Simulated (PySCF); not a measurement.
AlCl₃, charge +1, doublet, geometry from GFN2-xTB (such geometries of metal compounds can be far from the true shape) (a state made from the parent by changing its charge; the spin is typed, not shown lowest).

The PySCF input:
```python
from pyscf import gto, scf, dft

mol = gto.M(
    atom='''
Al    0.006464   -0.007020   -0.018113
Cl   -1.723626   -1.067062   -0.195647
Cl    0.099854    1.910353   -0.698832
Cl    1.618829   -0.837923    0.908330
''',
    basis='sto-3g',
    charge=1,
    spin=1,
    verbose=4,
)

mf = dft.UKS(mol)
mf.xc = 'blyp'
mf.kernel()
mf.analyze()
```

Question: What does this run give for the HOMO energy, number of basis functions?

Answer: 
```json
{
  "HOMO energy": "-13.00 eV",
  "number_of_basis_functions": "36"
}
```

These values belong to the state on which the SCF converged, which isn't shown to be the lowest.
